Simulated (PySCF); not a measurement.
What happened in this job?

A core-ionisation job on C3H5GaO2, SMILES `C1=C[O][GaH2-][O+]=C1`. Method: PySCF 2.14.0, delta-SCF UKS SCAN, pcX-1 on the ionised atom, pcseg-1 elsewhere, spin-free X2C.

Driver input (Å, PBE0-D3(BJ)/def2-SVP geometry):

```
{"job": {"kind": "xps", "basis": "pcX-1"}, "charge": 0, "multiplicity": 1}
C      1.3376     0.3512    -0.2123
C      1.0326    -0.9887     0.0446
O     -0.1107    -1.4828     0.2557
Ga    -1.7967    -0.4785     0.2827
O     -0.8798     1.2156    -0.1036
C      0.3647     1.3539    -0.2679
H      2.3793     0.6266    -0.3760
H      1.8709    -1.7093     0.0691
H     -2.5926    -0.8740    -1.0018
H     -2.2736    -0.4164     1.7687
H      0.7031     2.3856    -0.4778
```

Output:

```
ground state, core basis on atom 0 (C), 132 functions
  cycle   1  E = -2207.35699774  |g| = 8.08e-01
  cycle   2  E = -2206.82965196  |g| = 1.80e+00
  cycle   3  E = -2207.46523611  |g| = 2.78e-01
  cycle   4  E = -2207.48381902  |g| = 7.27e-02
  cycle   5  E = -2207.48499947  |g| = 2.13e-02
  cycle   6  E = -2207.48509517  |g| = 9.54e-03
  cycle   7  E = -2207.48510678  |g| = 7.22e-03
  cycle   8  E = -2207.48511692  |g| = 8.55e-04
  cycle   9  E = -2207.48511976  |g| = 2.11e-04
  E(ground) = -2207.75453168 Eh
hole in C 1s of atom 0
  cycle   1  E = -2196.22985179  |g| = 1.51e+00
  cycle   2  E = -2194.97912211  |g| = 2.17e+00
  cycle   3  E = -2196.54005382  |g| = 7.87e-01
  cycle   4  E = -2196.69964729  |g| = 5.12e-01
  cycle   5  E = -2196.80132584  |g| = 6.36e-02
  cycle   6  E = -2196.80292689  |g| = 6.40e-03
  cycle   7  E = -2196.80293872  |g| = 7.71e-03
  cycle   8  E = -2196.80295750  |g| = 4.26e-03
  cycle   9  E = -2196.80296564  |g| = 1.12e-03
  cycle  10  E = -2196.80296677  |g| = 5.03e-04
  cycle  11  E = -2196.80296703  |g| = 2.26e-04
  E(ion) = -2197.07222375 Eh   <S^2> = 0.7699   hole on atom = 1.000   binding energy = 290.680 eV
ground state, core basis on atom 1 (C), 132 functions
  cycle   1  E = -2207.48361669  |g| = 4.18e-02
  cycle   2  E = -2207.48290076  |g| = 6.51e-02
  cycle   3  E = -2207.48393254  |g| = 1.23e-02
  cycle   4  E = -2207.48395382  |g| = 1.04e-02
  cycle   5  E = -2207.48398126  |g| = 2.75e-03
  cycle   6  E = -2207.48397900  |g| = 5.58e-04
  cycle   7  E = -2207.48397998  |g| = 2.50e-04
  E(ground) = -2207.75277718 Eh
hole in C 1s of atom 1
  cycle   1  E = -2196.13237749  |g| = 1.50e+00
  cycle   2  E = -2194.06137753  |g| = 2.29e+00
  cycle   3  E = -2196.50844735  |g| = 5.60e-01
  cycle   4  E = -2196.56833920  |g| = 5.42e-01
  cycle   5  E = -2196.59677201  |g| = 4.27e-01
  cycle   6  E = -2196.66827707  |g| = 2.50e-01
  cycle   7  E = -2196.70184540  |g| = 6.95e-02
  cycle   8  E = -2196.70426395  |g| = 2.94e-02
  cycle   9  E = -2196.70478035  |g| = 1.58e-02
  cycle  10  E = -2196.70511220  |g| = 1.33e-02
  cycle  11  E = -2196.70547648  |g| = 1.11e-02
  cycle  12  E = -2196.70576749  |g| = 5.34e-03
  cycle  13  E = -2196.70582468  |g| = 2.27e-03
  cycle  14  E = -2196.70583817  |g| = 1.05e-03
  cycle  15  E = -2196.70583946  |g| = 3.97e-04
  E(ion) = -2196.97374602 Eh   <S^2> = 0.9936   hole on atom = 1.000   binding energy = 293.312 eV
ground state, core basis on atom 2 (O), 132 functions
  cycle   1  E = -2207.48769960  |g| = 4.20e-02
  cycle   2  E = -2207.48638430  |g| = 7.59e-02
  cycle   3  E = -2207.48790086  |g| = 2.54e-02
  cycle   4  E = -2207.48804456  |g| = 9.26e-03
  cycle   5  E = -2207.48805851  |g| = 2.88e-03
  cycle   6  E = -2207.48806089  |g| = 3.52e-04
  E(ground) = -2207.75428436 Eh
hole in O 1s of atom 2
  cycle   1  E = -2186.85900715  |g| = 2.23e+00
  cycle   2  E = -2185.98884273  |g| = 2.35e+00
  cycle   3  E = -2187.40716556  |g| = 7.26e-01
  cycle   4  E = -2187.38559420  |g| = 7.54e-01
  cycle   5  E = -2187.68619609  |g| = 1.77e-01
  cycle   6  E = -2187.69223317  |g| = 1.28e-01
  cycle   7  E = -2187.69959115  |g| = 2.01e-02
  cycle   8  E = -2187.69976752  |g| = 6.11e-03
  cycle   9  E = -2187.69979856  |g| = 2.38e-03
  cycle  10  E = -2187.69981030  |g| = 1.82e-03
  cycle  11  E = -2187.69982158  |g| = 1.41e-03
  cycle  12  E = -2187.69984140  |g| = 9.16e-04
  cycle  13  E = -2187.69984513  |g| = 3.69e-04
  E(ion) = -2187.96761244 Eh   <S^2> = 0.7723   hole on atom = 1.000   binding energy = 538.423 eV
```

The program numbers atoms from 0. E(ground) and E(ion) are re-evaluated on a finer grid than the cycles, so they differ from the last cycles; that is no fault.

Problem. Do all binding energies of this run deserve the same trust?

Solution. No. Every hole passed the driver's convergence checks (|g| < 5e-4, core orbital emptied to over 0.9), but ⟨S²⟩ is 0.994 for C1s on atom 1, against 0.75 for a pure doublet, so the unrestricted ion state holds higher spin components.

Problem. What would you do next?

Solution. Recompute such holes with a restricted open-shell or spin-projected scheme and compare; until then these binding energies are doubtful.
